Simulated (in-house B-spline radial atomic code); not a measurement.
A calculation on Bi4+: its settings, and results tabulated from the run. Level of theory: Dirac-Kohn-Sham CAM-B3LYP, spherical fractional occupations, Fermi nucleus of rms radius 5.5211 fm; calculated with a B-spline radial code for spherical atoms.

Command:
```bash
python run_scf.py task.json out
```
Settings (nuclear radius in fm, mass in u):
```
Z                83
configuration    [Xe] 4f14 5d10 6s1
hamiltonian      dirac
method           camb3lyp
spin_polarised   False
nucleus          fermi
rms_radius       5.5211
atomic_mass      208.9804
speed_of_light   137.035999084
```

Output (hartree, bohr):
```
 radial grid: 73 intervals, B-splines of order 8, outer radius 40.8511 bohr

 iter        energy (Eh)    residual
    1      -21568.903761    9.41e-01
    2      -21571.444790    1.53e-01
    3      -21571.874408    3.97e-02
    4      -21571.906470    1.24e-02
    5      -21571.909549    4.64e-03
    6      -21571.910074    4.49e-04
    7      -21571.910077    1.15e-04
    8      -21571.910077    1.64e-05
    9      -21571.910077    1.13e-06
   10      -21571.910077    5.38e-08

 total energy                    -21571.91008
 kinetic                           25193.9249
 electron-nucleus                 -54543.6445
 Hartree                            8175.5934
 exact exchange                      -80.3786
 exchange-correlation               -317.4053

 first-order corrections (not in the total)
   Gaunt                            28.9533
   retardation                      -3.0708
   frequency dependence             -0.5932
   self-energy                      22.0497
   Uehling                          -4.7559
   Wichmann-Kroll                    0.2224
   recoil                            0.0336

 orbital      occ     eigenvalue          <r>       <r^2>       <1/r>     <1/r^3>       r_max    small
 1s1/2      2.000     -3330.7233    0.0157962 0.000346418     103.173           -    0.009661  1.01e-01
 2s1/2      2.000      -600.4413    0.0657808  0.00518868     25.5744           -     0.05642  2.32e-02
 2p1/2      2.000      -577.0049    0.0538947  0.00364462     25.5304           -      0.0412  2.33e-02
 2p3/2      4.000      -491.7207    0.0629315  0.00482366     20.2424     24412.2     0.04902  2.05e-02
 3s1/2      2.000      -146.6522      0.17098   0.0335906     9.37729           -      0.1587  7.84e-03
 3p1/2      2.000      -136.0177      0.16152   0.0304897     9.28897           -      0.1478  7.79e-03
 3p3/2      4.000      -116.8778     0.177968   0.0367918     7.90529     5797.14      0.1635  6.95e-03
 3d3/2      4.000       -99.3988     0.154517   0.0280264     7.80242     1018.07      0.1269  6.83e-03
 3d5/2      6.000       -95.3471     0.159492   0.0297313     7.49684     826.711      0.1312  6.61e-03
 4s1/2      2.000       -35.1679     0.376943     0.16052     3.98457           -      0.3564  2.71e-03
 4p1/2      2.000       -30.5275     0.377784    0.162529     3.87568           -      0.3537  2.62e-03
 4p3/2      4.000       -25.7966     0.412172    0.193088     3.40079     1439.18      0.3854  2.30e-03
 4d3/2      4.000       -18.2258     0.415872    0.199741     3.20529     229.933      0.3762  2.09e-03
 4d5/2      6.000       -17.3408     0.426882    0.210232     3.09821     182.325      0.3859  2.01e-03
 5s1/2      2.000        -7.5530     0.833065    0.777336     1.66343           -      0.7723  7.39e-04
 5p1/2      2.000        -5.9250     0.886328    0.884928     1.54371           -      0.8077  6.53e-04
 5p3/2      4.000        -5.0081     0.973659     1.06786     1.37108     271.673      0.8829  5.53e-04
 4f5/2      6.000        -7.5014     0.437628    0.228542     2.76717     40.6413        0.34  1.65e-03
 4f7/2      8.000        -7.2981     0.443737    0.234892     2.72636     38.4677      0.3444  1.62e-03
 5d3/2      4.000        -2.6911      1.18282     1.60424     1.10807     30.5885       1.012  3.75e-04
 5d5/2      6.000        -2.5758      1.22073     1.70878     1.06885     23.6962       1.042  3.53e-04
 6s1/2      1.000        -1.8658      1.97664     4.35549    0.654685           -       1.796  1.47e-04
```

Cost of the run: 12 s on 1 thread of Intel(R) Xeon(R) Platinum 8375C CPU @ 2.90GHz, on a shared host.

For the Dirac Hamiltonian the kinetic term is c α·p + (β - 1)c².

Caution: exact exchange at fractional occupations of open shells leaves self-interaction of up to several eV.
